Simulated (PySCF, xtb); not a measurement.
H₄Si₂, SMILES [SiH][SiH3] (connectivity only; charge and spin as stated), neutral, multiplicity 1.

xtb with GFN2-xTB at its own geometry gives an orbital gap of 1.74 eV and a dipole moment of 1.22 D.

The structure is a stationary point at ωB97X-D3(BJ)/def2-TZVP. The isomer is the one that the SMILES or the coordinates give; other isomers of the formula were not compared.

Q: What does PBE0/def2-TZVPD (PySCF) give? (Estimate from the structure and the level; the computed values follow.)

A: gap 3.26 eV (levels -6.64 and -3.38 eV), dipole 0.17 D.
